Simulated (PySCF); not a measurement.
The numbers below are computed, except where a source is named.
# Si2H4NClF

Si2H4NClF is a small molecule (built as: Si site whose three back bonds go to SiH3, F, Cl; end group NH), neutral, doublet. The structure, one conformer, was relaxed in the gas phase by PBE0-D3(BJ)/def2-SVP. No frequency run checks that it is a minimum.

SMILES: [NH][Si](F)([SiH3])Cl

Coordinates in Å:
```
Si1     0.821    0.466   -0.224
Si2    -1.402   -0.244   -0.042
F3      1.063    1.174   -1.657
Cl4     1.217    1.897    1.214
N5      1.844   -0.929   -0.138
H6     -1.706   -1.264   -1.086
H7     -2.290    0.944   -0.204
H8     -1.587   -0.833    1.317
H9      2.083   -1.236    0.812
```

EPR values by unrestricted B3LYP, IGLO-III on Cl F N Si, pcH-1 on H.

(1) Predict g and the largest hyperfine couplings. Where does the spin sit?

(2) How do the isotropic couplings move with BHandHLYP?

Results:

(1) g = 2.0022, 2.0034, 2.0081. The spin sits on N5 (96 %, bonded to 1 Si + 1 H) by Mulliken populations.
```json
{"atom": "N5", "isotope": "14N", "isotropic (MHz)": "25.3", "dipolar, principal values (MHz)": "-39.9, -39.1, 79.0"}
{"atom": "H9", "isotope": "1H", "isotropic (MHz)": "-54.9", "dipolar, principal values (MHz)": "-48.9, -8.2, 57.0"}
{"atom": "F3", "isotope": "19F", "isotropic (MHz)": "31.4", "dipolar, principal values (MHz)": "-14.1, -10.9, 25.1"}
{"atom": "Si2", "isotope": "29Si", "isotropic (MHz)": "-40.6", "dipolar, principal values (MHz)": "-13.9, 6.4, 7.5"}
{"atom": "H7", "isotope": "1H", "isotropic (MHz)": "35.1", "dipolar, principal values (MHz)": "-1.6, -0.3, 1.9"}
{"atom": "Si1", "isotope": "29Si", "isotropic (MHz)": "22.1", "dipolar, principal values (MHz)": "-5.4, 0.5, 4.9"}
```

(2) N5 25.3 to 34.4 MHz, H9 -54.9 to -64.7 MHz, F3 31.4 to 25.7 MHz, Si2 -40.6 to -36.0 MHz.
